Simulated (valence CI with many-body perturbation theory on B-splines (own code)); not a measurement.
# Questions on Tm XX

Level of theory: configuration interaction combined with many-body perturbation theory (CI+MBPT): four valence electrons over a frozen Dirac-Fock core [Kr] 4d10, radial functions for each j: 8 s, 8 p, 9 d, 9 f, 6 g, 3 h, 2 i, with the one-electron correlation potential Σ1, the two-electron term Σ2, the three-electron term Σ3, Breit, model QED; selected CI, second order for the rest, scaled by the run's own slope (own B-spline code, finite nucleus).

No measured spectrum was set against this ion. As an estimate, terms of the open shell hold to a few per cent of their energy, and close levels can change places. Core correlation moves these levels by up to 3400 cm⁻¹, and in measured spectra 5 to 20 % of such shifts remained as error; rates that hang on mixing are uncertain with them. Only levels of the ground parity were solved; by the run's estimate the other parity begins above the list, which can be wrong where configurations are misplaced.

Names give the largest LS component (configuration and term), which can be under half, so a name can repeat, a term be missing and a line seem to break the LS rules; names also repeat where a configuration has a term twice.

Rates and lifetimes use the calculated energies. Strong lines usually hold to 10 to 20 %, long lifetimes can be off by a factor of two.

(1) What is the ground level?

(2) How is the term 5I of the ground level split?

(3) Name the longest-lived excited levels whose lifetime is computed, and their main decay.

(4) What is the ionisation energy?

(5) How well does LS coupling describe the low levels?

Answers

(1) 4f4 5I_4, composition 90 % 4f4 5I + 9 % 4f4 3H, g = 0.619.

(2) J = 4 at 0.0, J = 5 at 7123, J = 6 at 13972, J = 7 at 20316, J = 8 at 26185 cm⁻¹.

(3) 4f4 5F_1 at 29860 cm⁻¹ lives 225 s, mostly by M1 to 4f4 5F_2; 4f4 5F_2 at 29471 cm⁻¹ lives 209 s, mostly by E2 to 4f4 5I_4.

(4) 484.58 eV; NIST lists 496 ± 25 eV (theoretical).

(5) Among the lowest 20 levels the leading LS term, summed over configurations, holds 68 % on average. For single configurations the figures are 68 % in LS and 61 % in jj coupling. Terms mix most in the J = 8 level at 46872 cm⁻¹, where the leading one holds 24 %.
